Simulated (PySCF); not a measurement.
F3Sb, charge +1, multiplicity 2. Atoms are numbered in the order given.

```xyz
4

Sb     0.0000     0.0000    -0.2550
F     -1.5026     0.8675     0.4816
F      0.0000    -1.7350     0.4816
F      1.5026     0.8675     0.4816
```
Charge +1, spin multiplicity 2.

Geometry: PBE0-D3(BJ)/def2-SVP. The def2 effective core potentials stand for the cores of Sb; spin–orbit coupling is left out.

Method: r2SCAN/def2-TZVPD in PySCF.

Mulliken values depend strongly on the basis, most of all with diffuse functions as here. ESP charges are fitted to the potential on shells at 1.4 to 2.0 van der Waals radii. Atomic charges (e):

```json
[
 {"atom": "Sb1", "ESP fit": "1.44", "Mulliken": "2.08", "Mulliken spin": "0.52"},
 {"atom": "F2", "ESP fit": "-0.15", "Mulliken": "-0.36", "Mulliken spin": "0.16"},
 {"atom": "F3", "ESP fit": "-0.15", "Mulliken": "-0.36", "Mulliken spin": "0.16"},
 {"atom": "F4", "ESP fit": "-0.15", "Mulliken": "-0.36", "Mulliken spin": "0.16"}
]
```
